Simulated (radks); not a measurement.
Results of a calculation; reference values are marked as such.
Numerical settings for neutral holmium, [Xe] 4f11 6s2. Code: a radial shooting solver on a logarithmic mesh with Libxc functionals. Model: scalar-relativistic Kohn-Sham, PBEsol, spin-polarised, spherical densities, point nucleus; open shells are filled with parallel spins first (spin-orbit coupling, left out, can overturn this in heavy ions). The defaults (mesh step 0.008 in ln r, mesh end at 40 bohr or more with all orbitals vanishing there, Anderson mixing 0.5 over 9 steps, residual threshold near 1e-9 with the energy settled to 1e-9 hartree or 1e-11 of itself, here a cap of 97 iterations) give E = -12612.3084 hartree and 4f at -1.983 eV in 16 iterations. Run on one thread of a shared host, so times are rough (Intel(R) Xeon(R) Platinum 8488C): 0.34 s of CPU time, 0.34 s wall, 16 iterations on 2728 mesh points. Changes against that run (0 stands for a change within the tolerance of the run):

setting                     iterations         converged  E (mhartree)  e(4f) (meV)  CPU (s)
mesh step in ln r 0.12               4                no      diverged            -     0.01
mesh step in ln r 0.03              16               yes     +0.000773            0     0.11
mesh step in ln r 0.02              16               yes             0            0     0.15
mesh end (bohr) 2                   14  level above zero        +2e+04     +6.4e+04     0.24
mesh end (bohr) 12                  16               yes        +0.313        +29.5     0.32
residual threshold 1e-13            24               yes             0            0      0.4
residual threshold 0.001            10               yes     +0.000519        -7.46     0.25
mixing 1.5                          33               yes             0            0     0.73
linear mixing, mixing 0.5           97                no          +556       -2e+04      2.6
linear mixing, mixing 0.05          97                no       +0.0396        -17.6      1.8
mixing history 2                    31               yes             0            0     0.58
iteration cap 2                      2                no          +385     -1.4e+04     0.07

Settled on a wrong energy, with an occupied level pushed above zero by the early mesh end: mesh end (bohr) 2 (+20 hartree). Apart from these: no run marked as converged misses the energy by more than 1 mhartree. A mesh that ends early acts as a hard wall.
